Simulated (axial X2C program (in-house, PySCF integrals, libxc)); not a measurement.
## Which molecule has these constants?

Computed with an axial X2C code built on PySCF integrals, spin-free (one-electron X2C) or two-component (2c: spin–orbit coupling with atomic mean-field Coulomb and Gaunt terms, which also bring small scalar terms), in Dyall basis sets with cores contracted in-house; open shells are unrestricted.

A two-component PBE0 calculation in a Dyall 3-zeta basis gave Re = 2.519 Å, ωe = 230.6 cm⁻¹, De = 1.92 eV, Ω = 3/2.

Which molecule is it?
A. NiTe⁺
B. MnTe⁺
C. CoTe⁺
D. KTe⁺
E. CrTe⁺

E. The others have KTe⁺ 3.609 Å and 87.6 cm⁻¹ (Ω = 1); CoTe⁺ 2.389 Å and 261.1 cm⁻¹ (Ω = 4); MnTe⁺ 2.503 Å and 246.9 cm⁻¹ (Ω = 1); NiTe⁺ 2.414 Å and 235.5 cm⁻¹ (Ω = 3/2).

Each entry is the lowest single determinant of a limited PBE0 search at one distance. De goes to single-determinant-based atoms at the same level (for ions the charge split of lowest energy) and is withheld (n/a) where an atom does not fit its ground term or J level. Main or longest-lived isotopes. One determinant is a doubtful description, or other states lie close, for CrTe⁺, KTe⁺, CoTe⁺, MnTe⁺, NiTe⁺; these need not be ground states, and all values refer to the states named. Some open-shell Ω = 0 determinants are out of reach, so the Ω given for KTe⁺, CoTe⁺, MnTe⁺ need not be the lowest component. With several unpaired electrons the Ω given is that of one determinant, not necessarily of the lowest component. The functionals have no current term, which raises determinants with orbital currents.
